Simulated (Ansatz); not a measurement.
Two structures of Si$_{2}$H$_{6}$OF$_{4}$, closed shell, reached by relaxing down either side of one saddle point (PBE0-D4/def2-TZVP). Energies are electronic, without zero-point energy. Program: Ansatz 0.2.0. Basis: def2-TZVPP and def2-QZVPP. Cores are frozen in the correlated methods. Extrapolation: Hartree–Fock as exp(−7.88 √X), correlation as X^−2.97. First:

Si1  (-1.388, 0.553, -0.100)
Si2  (-0.268, 0.030, -2.073)
F3  (-2.170, -0.645, 0.569)
F4  (-2.462, 1.696, -0.337)
F5  (-0.434, 1.151, 1.040)
H6  (1.124, -1.123, 1.042)
F7  (0.758, -1.445, 0.216)
H8  (2.456, -0.076, 2.422)
O9  (1.549, -0.386, 2.361)
H10  (1.142, 0.474, -1.960)
H11  (-0.369, -1.420, -2.346)
H12  (-0.927, 0.792, -3.168)
H13  (0.989, 0.399, 2.334)
(Å)

Second:

Si1  (-1.797, -0.076, 1.219)
Si2  (1.155, 0.067, -2.131)
F3  (-3.325, -0.224, 0.881)
F4  (-1.212, 0.853, 0.098)
F5  (-1.724, 0.553, 2.645)
H6  (1.304, 0.498, 0.925)
F7  (-1.210, -1.528, 1.164)
H8  (1.820, 0.856, -1.054)
O9  (0.860, 0.202, 1.726)
H10  (2.184, -0.306, -3.133)
H11  (0.569, -1.159, -1.536)
H12  (0.101, 0.895, -2.762)
H13  (1.274, -0.633, 1.958)
(Å)

Question: Which bonds change from the first to the second?

Answer: Si₂H₃F₃ ([F][Si]([F])([F])[SiH3]) + H₂O + HF → SiF₄ ([F][Si]([F])([F])[F]) + SiH₄ + H₂O; bonds formed: Si1–F7, Si2–H8, H6–O9; bonds broken: Si1–Si2, H6–F7, H8–O9.

Question: Give the saddle point's structure and its height above each. (To be estimated.)

Answer: Computed: 166.6 kJ/mol above the first and 280.6 kJ/mol above the second (CCSD(T) at an estimated basis limit (MP2 extrapolated from triple and quadruple zeta, plus CCSD(T) − MP2 in triple zeta)).
Si1  (-1.201, -0.088, 0.365)
Si2  (0.381, 0.086, -1.577)
F3  (-2.527, -0.962, 0.304)
F4  (-1.808, 1.159, -0.494)
F5  (-0.996, 0.725, 1.745)
H6  (1.116, -0.729, 1.473)
F7  (-0.310, -1.424, 0.946)
H8  (0.971, 0.287, 0.289)
O9  (1.599, 0.114, 1.248)
H10  (1.668, -0.655, -1.712)
H11  (-0.654, -0.718, -2.287)
H12  (0.500, 1.432, -2.182)
H13  (1.261, 0.770, 1.881)
(Å)

No T1 diagnostic of these runs exceeds 0.013.

Labels in which every atom is bracketed show which atoms are joined, not bond orders.

For scale, one of the runs: CCSD(T)/def2-TZVPP, 323 basis functions, launched by `ansatz run in.yaml --threads 4 --pin off --events-out ev --progress --plain --max-ram 66560MiB --backend cuda --devices 0, --max-vram 37GiB`. The run took 16 s on 4 CPU threads of an AMD EPYC 7R13 and a share of one NVIDIA H100 (shared host), with 0.84 GiB of host memory at its peak.
